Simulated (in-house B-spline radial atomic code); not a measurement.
RPA and G0W0 for Ga2+, [Ar] 3d10 4s1, highest spin, as one setting changes: the share of exact exchange in the PBE hybrid start. A dash marks a level of low quasi-particle weight. Computed with a B-spline radial code for spherical atoms: all electrons, scalar-relativistic (spin-free one-electron X2C), finite nucleus, each spin shell either full or empty, empty states to l = 9 with an (l + 1/2)⁻⁴ tail; G0W0 by contour deformation at full frequency.

RPA overbinds a lone outer s electron by self-correlation, and G0W0 tends to as well.

```json
{"share of exact exchange in the PBE hybrid start": "0", "mean-field level (eV)": "-26.685", "G0W0 level (eV)": "4s up -31.62", "RPA correlation (Eh)": "-2.2258"}
{"share of exact exchange in the PBE hybrid start": "0.1", "mean-field level (eV)": "-27.051", "G0W0 level (eV)": "4s up -31.56", "RPA correlation (Eh)": "-2.2001"}
{"share of exact exchange in the PBE hybrid start": "0.2", "mean-field level (eV)": "-27.416", "G0W0 level (eV)": "4s up -31.49", "RPA correlation (Eh)": "-2.1756"}
{"share of exact exchange in the PBE hybrid start": "0.3", "mean-field level (eV)": "-27.780", "G0W0 level (eV)": "4s up -31.42", "RPA correlation (Eh)": "-2.1519"}
{"share of exact exchange in the PBE hybrid start": "0.4", "mean-field level (eV)": "?", "G0W0 level (eV)": "?", "RPA correlation (Eh)": "?"}
{"share of exact exchange in the PBE hybrid start": "0.5", "mean-field level (eV)": "-28.506", "G0W0 level (eV)": "4s up -31.28", "RPA correlation (Eh)": "-2.1071"}
{"share of exact exchange in the PBE hybrid start": "0.6", "mean-field level (eV)": "-28.867", "G0W0 level (eV)": "4s up -31.22", "RPA correlation (Eh)": "-2.0858"}
{"share of exact exchange in the PBE hybrid start": "0.7", "mean-field level (eV)": "-29.226", "G0W0 level (eV)": "4s up -31.15", "RPA correlation (Eh)": "-2.0652"}
{"share of exact exchange in the PBE hybrid start": "0.8", "mean-field level (eV)": "?", "G0W0 level (eV)": "?", "RPA correlation (Eh)": "?"}
{"share of exact exchange in the PBE hybrid start": "0.9", "mean-field level (eV)": "-29.942", "G0W0 level (eV)": "4s up -31.03", "RPA correlation (Eh)": "-2.0258"}
{"share of exact exchange in the PBE hybrid start": "1", "mean-field level (eV)": "-30.30", "G0W0 level (eV)": "4s up -30.96", "RPA correlation (Eh)": "-2.007"}
```

(1) What belongs in the row for 0.4?

(2) What belongs in the row for 0.8?

## Answers

(1) mean-field level (eV): -28.144; G0W0 level (eV): 4s up -31.35; RPA correlation (Eh): -2.1291.

(2) mean-field level (eV): -29.585; G0W0 level (eV): 4s up -31.09; RPA correlation (Eh): -2.0452.
